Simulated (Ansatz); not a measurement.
Molecule: Se2I (charge 0, doublet). It need not be the lowest isomer of its formula. 
Structure (B3LYP-D3(BJ)/def2-TZVP (Ansatz, a first-principles code) minimum search):
```
Se
Se 1 2.2104
I 1 2.6072 2 110.15
```
Charge 0, spin multiplicity 2.

Task: Give the harmonic wavenumbers at B3LYP-D3(BJ)/def2-TZVP (Ansatz, finite differences of forces, unscaled).

Result: 90, 205, 345 cm⁻¹. Zero-point energy 0.9 kcal/mol.

Task: From these and the geometry, give the ideal-gas thermochemistry at 298.15 K and 1 atm (rigid rotor, harmonic oscillator).

Result: Point group Cs, rotational symmetry number 1. Rotational constants 4.937, 0.6361, 0.5635 GHz. S(trans) 42.84, S(rot) 29.59, S(vib) 6.94, S(elec, spin only) 1.38, S 80.7 cal/(mol K). H(298) - H(0) 3.42 kcal/mol; G - E(el) -19.7 kcal/mol.
